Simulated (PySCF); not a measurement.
CH3F2GaS (SMILES C[S][Ga]([F])[F]), singlet, geometry from GFN2-xTB (such geometries of metal compounds can be far from the true shape); CASSCF(4,3)/STO-3G (PySCF).

Input for PySCF:
```python
from pyscf import gto, scf, mcscf
import numpy

mol = gto.Mole()
mol.atom = '''
    Ga    0.192361    0.462732    0.353897
    F     1.223979    1.822785    0.776038
    F    -1.067791    0.125909    1.554781
    S     0.250249   -0.865039   -1.441504
    C    -1.174517   -1.932838   -1.007931
    H    -0.992974   -2.445543   -0.066606
    H    -1.245541   -2.654956   -1.815468
    H    -2.087260   -1.344778   -0.954456
'''
mol.basis = 'sto-3g'
mol.charge = 0
mol.spin = 0
mol.verbose = 4
mol.build()

mf = scf.RHF(mol)
mf.kernel()
mc = mcscf.CASSCF(mf, 3, 4)
mc.fix_spin_(ss=0.0)
mc.kernel()
occ = numpy.linalg.eigvalsh(mc.fcisolver.make_rdm1(mc.ci, mc.ncas, mc.nelecas))[::-1]
ss = mc.fcisolver.spin_square(mc.ci, mc.ncas, mc.nelecas)[0]
print('natural occupations', occ.round(4), ' <S^2>', round(ss, 4))
```

Q: Predict the main parts of the log of this PySCF run.

A: 
```
PySCF version 2.14.0

[INPUT] verbose = 4
[INPUT] num. atoms = 8
[INPUT] num. electrons = 74
[INPUT] charge = 0
[INPUT] spin (= nelec alpha-beta = 2S) = 0
[INPUT] symmetry False subgroup None
[INPUT] Mole.unit = angstrom
[INPUT] Symbol           X                Y                Z      unit          X                Y                Z       unit  Magmom
[...]
nuclear repulsion = 458.467843522043
number of shells = 25
number of NR pGTOs = 135
number of NR cGTOs = 45
basis = sto-3g
ecp = {}

******** <class 'pyscf.scf.hf.RHF'> ********
method = RHF
initial guess = minao
damping factor = 0
level_shift factor = 0
DIIS = <class 'pyscf.scf.diis.CDIIS'>
diis_start_cycle = 1
diis_space = 8
diis_damp = 0
SCF conv_tol = 1e-09
SCF conv_tol_grad = None
SCF max_cycles = 50
direct_scf = True
direct_scf_tol = 1e-13
Set gradient conv threshold to 3.16228e-05
Initial guess from minao.
init E= -2526.5492730754
[...]
cycle= 1 E= -2529.13496512012  delta_E= -2.59  |g|= 0.532  |ddm|= 3.37
[...]
cycle= 2 E= -2529.30368660385  delta_E= -0.169  |g|= 0.171  |ddm|= 1.36
[...]
cycle= 3 E= -2529.31998130228  delta_E= -0.0163  |g|= 0.0543  |ddm|= 0.349
[...]
cycle= 4 E= -2529.32246605529  delta_E= -0.00248  |g|= 0.0153  |ddm|= 0.16
[...]
cycle= 5 E= -2529.32270733792  delta_E= -0.000241  |g|= 0.00507  |ddm|= 0.055
[...]
cycle= 6 E= -2529.32274065411  delta_E= -3.33e-05  |g|= 0.00237  |ddm|= 0.0193
[...]
cycle= 7 E= -2529.32275191914  delta_E= -1.13e-05  |g|= 0.00084  |ddm|= 0.0156
[...]
cycle= 8 E= -2529.32275343124  delta_E= -1.51e-06  |g|= 0.000335  |ddm|= 0.00572
[...]
cycle= 9 E= -2529.32275367718  delta_E= -2.46e-07  |g|= 0.000104  |ddm|= 0.00254
[...]
cycle= 10 E= -2529.32275369699  delta_E= -1.98e-08  |g|= 4.38e-05  |ddm|= 0.000612
[...]
cycle= 11 E= -2529.32275370034  delta_E= -3.35e-09  |g|= 1.91e-05  |ddm|= 0.00025
[...]
cycle= 12 E= -2529.32275370104  delta_E= -7.08e-10  |g|= 7.18e-06  |ddm|= 0.000118
[...]
Extra cycle  E= -2529.3227537011  delta_E= -5.91e-11  |g|= 4.46e-06  |ddm|= 2.06e-05
converged SCF energy = -2529.3227537011

******** <class 'pyscf.mcscf.mc1step.CASSCF'> ********
CAS (2e+2e, 3o), ncore = 35, nvir = 7
max_cycle_macro = 50
max_cycle_micro = 4
conv_tol = 1e-07
conv_tol_grad = None
orbital rotation max_stepsize = 0.02
orbital rotation threshold for CI restart = 0.01
augmented hessian ah_max_cycle = 30
augmented hessian ah_conv_tol = 1e-12
augmented hessian ah_linear dependence = 1e-14
augmented hessian ah_level shift = 1e-08
augmented hessian ah_start_tol = 2.5
augmented hessian ah_start_cycle = 3
augmented hessian ah_grad_trust_region = 3
kf_trust_region = 3
kf_interval = 4
ci_response_space = 4
ci_grad_trust_region = 3
with_dep4 0
natorb = False
canonicalization = True
sorting_mo_energy = False
ao2mo_level = 2
internal_rotation = False
******** <class 'pyscf.fci.addons.SpinPenaltyFCISolver'> ********
max. cycles = 50
conv_tol = 1e-08
davidson only = True
linear dependence = 1e-12
level shift = 0.001
max iter space = 12
nroots = 1
pspace_size = 400
spin = None
CASCI E = -2529.32365489996  S^2 = 0.0000000
Set conv_tol_grad to 0.000316228
macro iter   1 ( 21 JK    4 micro), CASSCF E = -2529.32371557947  dE = -6.06795070e-05  S^2 = 0.0000000
               |grad[o]|=0.00442  |grad[c]|=0.0102  |ddm|=0.000312  |maxRot[o]|=0.091
macro iter   2 ( 17 JK    4 micro), CASSCF E = -2529.32371362927  dE =  1.95019766e-06  S^2 = 0.0000000
               |grad[o]|=0.00351  |grad[c]|=0.00139  |ddm|=0.00626  |maxRot[o]|=0.0985
macro iter   3 ( 21 JK    4 micro), CASSCF E = -2529.32373542374  dE = -2.17944744e-05  S^2 = 0.0000000
               |grad[o]|=0.00291  |grad[c]|=0.00112  |ddm|=0.000171  |maxRot[o]|=0.0405
macro iter   4 ( 21 JK    4 micro), CASSCF E = -2529.32377368484  dE = -3.82611001e-05  S^2 = 0.0000000
               |grad[o]|=0.00284  |grad[c]|=0.00311  |ddm|=0.000395  |maxRot[o]|=0.0519
macro iter   5 ( 17 JK    4 micro), CASSCF E = -2529.32375145729  dE =  2.22275562e-05  S^2 = 0.0000000
[...]
macro iter  32 ( 21 JK    4 micro), CASSCF E = -2529.34402489045  dE = -3.25660153e-05  S^2 = 0.0000000
               |grad[o]|=0.00646  |grad[c]|=0.0015  |ddm|=0.000627  |maxRot[o]|=0.00814
macro iter  33 ( 21 JK    4 micro), CASSCF E = -2529.34411676461  dE = -9.18741594e-05  S^2 = 0.0000000
               |grad[o]|=0.00577  |grad[c]|=0.00113  |ddm|=0.0011  |maxRot[o]|=0.0698
macro iter  34 ( 21 JK    4 micro), CASSCF E = -2529.34408504960  dE =  3.17150111e-05  S^2 = 0.0000000
               |grad[o]|=0.00451  |grad[c]|=0.00703  |ddm|=0.00259  |maxRot[o]|=0.035
macro iter  35 ( 22 JK    4 micro), CASSCF E = -2529.34411383254  dE = -2.87829430e-05  S^2 = 0.0000000
               |grad[o]|=0.00379  |grad[c]|=0.000969  |ddm|=0.000472  |maxRot[o]|=0.0259
macro iter  36 ( 21 JK    4 micro), CASSCF E = -2529.34415113717  dE = -3.73046278e-05  S^2 = 0.0000000
               |grad[o]|=0.00356  |grad[c]|=0.00435  |ddm|=0.00181  |maxRot[o]|=0.0192
macro iter  37 ( 21 JK    4 micro), CASSCF E = -2529.34417938394  dE = -2.82467718e-05  S^2 = 0.0000000
               |grad[o]|=0.00321  |grad[c]|=0.00509  |ddm|=0.0029  |maxRot[o]|=0.0889
macro iter  38 ( 21 JK    4 micro), CASSCF E = -2529.34405226852  dE =  1.27115421e-04  S^2 = 0.0000000
               |grad[o]|=0.00268  |grad[c]|=0.00702  |ddm|=0.00331  |maxRot[o]|=0.101
macro iter  39 ( 21 JK    4 micro), CASSCF E = -2529.34406880644  dE = -1.65379156e-05  S^2 = 0.0000000
               |grad[o]|=0.00293  |grad[c]|=0.000639  |ddm|=0.000406  |maxRot[o]|=0.0415
macro iter  40 ( 21 JK    4 micro), CASSCF E = -2529.34413722813  dE = -6.84216989e-05  S^2 = 0.0000000
               |grad[o]|=0.00279  |grad[c]|=0.00797  |ddm|=0.00462  |maxRot[o]|=0.156
macro iter  41 ( 21 JK    4 micro), CASSCF E = -2529.34420369329  dE = -6.64651570e-05  S^2 = 0.0000000
               |grad[o]|=0.00228  |grad[c]|=0.0143  |ddm|=0.00301  |maxRot[o]|=0.222
macro iter  42 ( 12 JK    3 micro), CASSCF E = -2529.34423524376  dE = -3.15504731e-05  S^2 = 0.0000000
               |grad[o]|=0.0029  |grad[c]|=0.024  |ddm|=0.00155  |maxRot[o]|=0.102
macro iter  43 (  7 JK    2 micro), CASSCF E = -2529.34425320315  dE = -1.79593899e-05  S^2 = 0.0000000
               |grad[o]|=0.00321  |grad[c]|=0.0189  |ddm|=0.0027  |maxRot[o]|=0.0639
macro iter  44 (  7 JK    2 micro), CASSCF E = -2529.34427647579  dE = -2.32726366e-05  S^2 = 0.0000000
               |grad[o]|=0.00278  |grad[c]|=0.0172  |ddm|=0.00335  |maxRot[o]|=0.0583
macro iter  45 (  7 JK    2 micro), CASSCF E = -2529.34429783619  dE = -2.13604008e-05  S^2 = 0.0000000
               |grad[o]|=0.00249  |grad[c]|=0.0105  |ddm|=0.00186  |maxRot[o]|=0.0683
macro iter  46 ( 21 JK    4 micro), CASSCF E = -2529.34416091701  dE =  1.36919179e-04  S^2 = 0.0000000
               |grad[o]|=0.00247  |grad[c]|=0.0274  |ddm|=0.0102  |maxRot[o]|=0.153
macro iter  47 ( 21 JK    4 micro), CASSCF E = -2529.34424412373  dE = -8.32067167e-05  S^2 = 0.0000000
               |grad[o]|=0.0079  |grad[c]|=0.00106  |ddm|=0.000721  |maxRot[o]|=0.0362
macro iter  48 ( 21 JK    4 micro), CASSCF E = -2529.34422363837  dE =  2.04853586e-05  S^2 = 0.0000000
               |grad[o]|=0.00669  |grad[c]|=0.00162  |ddm|=0.000583  |maxRot[o]|=0.0526
macro iter  49 ( 21 JK    4 micro), CASSCF E = -2529.34427112284  dE = -4.74844705e-05  S^2 = 0.0000000
               |grad[o]|=0.00472  |grad[c]|=0.00309  |ddm|=0.000845  |maxRot[o]|=0.028
macro iter  50 ( 21 JK    4 micro), CASSCF E = -2529.34436069151  dE = -8.95686635e-05  S^2 = 0.0000000
               |grad[o]|=0.00437  |grad[c]|=0.00219  |ddm|=0.000866  |maxRot[o]|=0.0634
1-step CASSCF not converged,  50 macro (889 JK 181 micro) steps
CASSCF canonicalization
Density matrix diagonal elements [1.99286261 1.95151031 0.05562708]
CASSCF energy = -2529.34436069151
CASCI E = -2529.34436069151  E(CI) = -5.62708083179950  S^2 = 0.0000000
natural occupations [1.9993 1.9513 0.0494]  <S^2> 0.0
```

The run did not converge; its last values are not results.
